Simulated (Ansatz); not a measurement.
```yaml
crystal:
  periodic: [false, false, false]
  atoms:
    - {symbol: B, position_ang: [-1.303278, 1.041126, -0.019585]}
    - {symbol: B, position_ang: [0.355367, 0.983357, -0.007671]}
    - {symbol: C, position_ang: [1.251108, 0.083583, 0.776475]}
    - {symbol: In, position_ang: [0.079970, -1.460321, -0.461636]}
    - {symbol: H, position_ang: [-1.994616, 0.168761, -0.518604]}
    - {symbol: H, position_ang: [-1.950641, 1.975076, 0.357539]}
    - {symbol: H, position_ang: [0.813186, 1.577566, -0.960665]}
    - {symbol: H, position_ang: [0.966014, -0.318531, 1.748029]}
    - {symbol: H, position_ang: [2.326703, 0.079469, 0.614579]}
    - {symbol: H, position_ang: [0.198360, -1.632657, -2.161991]}
    - {symbol: H, position_ang: [-0.742183, -2.497429, 0.633508]}
basis:
  gaussian: {orbitals: def2-mTZVP}
hamiltonian: {xc: {name: wPBEh}}
scf: {lower_state_search: full}
output: {forces: true}
```

```sh
$ ansatz run in.yaml --threads 4 --pin off --events-out ev --progress --plain --max-ram 10444MiB
```

Output, abridged:

```
Functional definition: wPBEh
1217 factors; integrals over basis functions are off by at most 1.1e-3 eV
144 factors; integrals over basis functions are off by at most 3.8e-7 eV
mean field evaluation 1: about -7663.9044 eV, gradient 5.8e1 eV
mean field evaluation 2: about -7664.0911 eV, gradient 5.8e1 eV
mean field evaluation 4: about -7672.2728 eV, gradient 1.1e1 eV
mean field evaluation 8: about -7672.7777 eV, gradient 1.0e0 eV
mean field evaluation 16: about -7672.7811 eV, gradient 3.2e-4 eV
mean field -7672.78111835 eV, -281.9695053015 hartree, gradient 4.5e-5 eV, S^2 0.000000; 0 other end points of the search recorded, 0 dependent functions left out
reference -7672.78118050 eV, -281.9695075854 hartree; 22, 22 occupied and 92, 92 virtual orbitals, 1217 factors
Total energy: -7672.78118050 eV, -281.9695075854 hartree
Atom 0 at    -1.303278     1.041126    -0.019585 Å, force    -0.052761     0.011786    -0.001956 eV/Å
Atom 1 at     0.355367     0.983357    -0.007671 Å, force     0.000340     0.096338    -0.004297 eV/Å
Atom 2 at     1.251108     0.083583     0.776475 Å, force     0.002298    -0.019325     0.005332 eV/Å
Atom 3 at     0.079970    -1.460321    -0.461636 Å, force     0.048745    -0.060546    -0.028465 eV/Å
Atom 4 at    -1.994616     0.168761    -0.518604 Å, force    -0.000447     0.040971     0.019608 eV/Å
Atom 5 at    -1.950641     1.975076     0.357539 Å, force     0.017128    -0.025798    -0.015250 eV/Å
Atom 6 at     0.813186     1.577566    -0.960665 Å, force     0.004292    -0.012887     0.025138 eV/Å
Atom 7 at     0.966014    -0.318531     1.748029 Å, force     0.045622     0.043181     0.021213 eV/Å
Atom 8 at     2.326703     0.079469     0.614579 Å, force     0.000472     0.010528     0.028720 eV/Å
Atom 9 at     0.198360    -1.632657    -2.161991 Å, force    -0.005489    -0.018038    -0.111256 eV/Å
Atom 10 at    -0.742183    -2.497429     0.633508 Å, force    -0.060200    -0.066211     0.061214 eV/Å
Dipole moment:     0.068215    -0.196697     0.042889 e Å
```

It took 1.9 s on 4 threads of an Arm Neoverse V2 on a shared host, with 0.26 GiB of host memory at the peak.
